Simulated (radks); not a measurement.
Results of a calculation; reference values are marked as such.
Problem. Species: Ho57+. Configuration: [He] 2s2 2p5.75 3d0.25 (fractional occupations, a model configuration). Level of theory: Dirac Kohn-Sham, PBE, spin-unpolarised, spherical densities, finite nucleus; open shells fill j = l - 1/2 first; Fermi nuclear charge, rms radius 5.2022 fm (a radial shooting solver on a logarithmic mesh with Libxc functionals). Some entries of the table are withheld. Estimate them.

| orbital | occ. | eigenvalue (eV) | <r^2> (bohr^2) | <1/r> (bohr^-1) |
|---|---|---|---|---|
| 1s1/2 | 2 | -60148.59 | 0.0005869 | 76.10 |
| 2s1/2 | 2 | -13664.17 | 0.008756 | 18.62 |
| 2p1/2 | 2 | -13296.03 | (1) | 18.54 |
| 2p3/2 | 3.75 | -12402.03 | (2) | 16.18 |
| 3s1/2 | 0 | -5685.376 | 0.04809 | 7.659 |
| 3p1/2 | 0 | (3) | (4) | 7.593 |
| 3p3/2 | 0 | (5) | (6) | 6.948 |
| 3d3/2 | 0.25 | -5158.874 | 0.03452 | (7) |
| 3d5/2 | 0 | -5098.736 | 0.03568 | (8) |

Solution. 
(1) 2p1/2 <r^2> (bohr^2): 0.006287
(2) 2p3/2 <r^2> (bohr^2): 0.007409
(3) 3p1/2 eigenvalue (eV): -5559.296
(4) 3p1/2 <r^2> (bohr^2): 0.04304
(5) 3p3/2 eigenvalue (eV): -5315.452
(6) 3p3/2 <r^2> (bohr^2): 0.04738
(7) 3d3/2 <1/r> (bohr^-1): 6.814
(8) 3d5/2 <1/r> (bohr^-1): 6.654
